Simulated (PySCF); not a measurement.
H4O3SSn. Atoms are numbered in the order given.

```xyz
9

O     -0.6201     1.3807    -1.4910
Sn    -0.2094     0.0305    -0.0761
O     -1.5596     0.4860     1.3355
O     -0.4388    -1.7722    -0.9134
S      2.0483    -0.0905     0.7963
H     -1.1274     2.1063    -1.0739
H     -1.3138     0.0335     2.1669
H     -1.1228    -1.7035    -1.6096
H      2.2103    -1.2710     0.1299
```
Charge 0, spin multiplicity 1.

Geometry: PBE-D3(BJ)/def2-SVP. The structure was generated by enumeration; whether it is a known compound was not checked. The def2 effective core potentials stand for the cores of Sn; spin–orbit coupling is left out. Other conformers were not sampled.

Method: TDA-LC-ωPBE/def2-SVPD in PySCF.

Vertical excitations. Gas-phase values at a fixed geometry.

| state | energy (eV) | λ (nm) | f | main pairs |
|---|---|---|---|---|
| S1 | 5.08 | 244 | 0.017 | HOMO→LUMO 82 % |
| S2 | 6.29 | 197 | 0.032 | HOMO−2→LUMO 45 %, HOMO−3→LUMO 20 %, HOMO−1→LUMO 15 % |
| S3 | 6.39 | 194 | 0.090 | HOMO−2→LUMO 36 %, HOMO−1→LUMO 25 %, HOMO−3→LUMO 18 % |
| S4 | 6.50 | 191 | 0.127 | HOMO−3→LUMO 44 %, HOMO−1→LUMO 33 % |
| S5 | 6.71 | 185 | 0.020 | HOMO→LUMO+1 50 %, HOMO→LUMO+2 11 %, HOMO→LUMO+5 10 %, HOMO→LUMO+4 9 % |
| S6 | 7.36 | 169 | 0.202 | HOMO−4→LUMO 53 %, HOMO→LUMO+3 12 %, HOMO−6→LUMO 9 % |
| S7 | 7.72 | 161 | 0.106 | HOMO−5→LUMO 51 %, HOMO−6→LUMO 15 % |
| S8 | 7.78 | 159 | 0.151 | HOMO−6→LUMO 35 %, HOMO−5→LUMO 18 %, HOMO−4→LUMO 15 % |
| S9 | 8.08 | 153 | 0.063 | HOMO→LUMO+2 31 %, HOMO→LUMO+4 20 %, HOMO→LUMO+10 11 %, HOMO→LUMO+8 7 % |
| S10 | 8.15 | 152 | 0.079 | HOMO→LUMO+3 14 %, HOMO−7→LUMO 13 %, HOMO−1→LUMO+1 13 %, HOMO→LUMO+4 12 % |
| T1 | 4.51 | 275 | 0 | HOMO→LUMO 81 % |
| T2 | 5.25 | 236 | 0 | HOMO−1→LUMO 82 % |
| T3 | 5.67 | 218 | 0 | HOMO−2→LUMO 78 % |
| T4 | 5.83 | 213 | 0 | HOMO−3→LUMO 75 % |
Triplets are in the Tamm–Dancoff approximation.
